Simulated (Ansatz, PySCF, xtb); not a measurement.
Noncovalent pair: CH4OSe (SMILES CO[SeH]) (first 7 atoms) with CH4 (SMILES C); geometry from B3LYP-D3(BJ)/def2-TZVP, rigid monomers moved along the line of their centres of mass till O2···H12 is 3.10 Å.
(charge 0, multiplicity 1):
```json
[
 {"atom": "C", "x (Å)": "1.8353", "y (Å)": "0.8063", "z (Å)": "0.8019"},
 {"atom": "O", "x (Å)": "0.4378", "y (Å)": "0.7690", "z (Å)": "0.5231"},
 {"atom": "Se", "x (Å)": "-0.2413", "y (Å)": "-0.8850", "z (Å)": "0.2262"},
 {"atom": "H", "x (Å)": "2.0930", "y (Å)": "0.1789", "z (Å)": "1.6584"},
 {"atom": "H", "x (Å)": "2.0649", "y (Å)": "1.8478", "z (Å)": "1.0322"},
 {"atom": "H", "x (Å)": "2.4225", "y (Å)": "0.4897", "z (Å)": "-0.0653"},
 {"atom": "H", "x (Å)": "0.1688", "y (Å)": "-0.9781", "z (Å)": "-1.1963"},
 {"atom": "C", "x (Å)": "-0.0676", "y (Å)": "0.0492", "z (Å)": "4.3535"},
 {"atom": "H", "x (Å)": "0.1872", "y (Å)": "-0.9307", "z (Å)": "3.9506"},
 {"atom": "H", "x (Å)": "-0.9324", "y (Å)": "-0.0439", "z (Å)": "5.0091"},
 {"atom": "H", "x (Å)": "0.7773", "y (Å)": "0.4366", "z (Å)": "4.9220"},
 {"atom": "H", "x (Å)": "-0.2995", "y (Å)": "0.7294", "z (Å)": "3.5357"}
]
```

Counterpoise-corrected where a basis set is named; no monomer relaxation. Rows marked so take none.

Rows in 6-31G* carry no dispersion term and start afresh at each structure (6-31G* with six Cartesian d functions); the Pople sets are all-electron and without relativity.

Codes used: Ansatz (an electronic-structure program); PySCF for 6-31G* rows, the dispersion terms; xtb for the GFN methods. 

**Question.** One of these levels gives -1.2 kJ/mol for the interaction energy. Name it.
A) PBE-D4/def2-TZVPPD
B) HF/aug-cc-pVDZ
C) HF/6-31G* (no counterpoise)
D) GFN-FF

**Answer.** C, HF/6-31G* (no counterpoise). The others give -3.5 (GFN-FF), 0.5 (HF/aug-cc-pVDZ), -5.7 (PBE-D4/def2-TZVPPD)
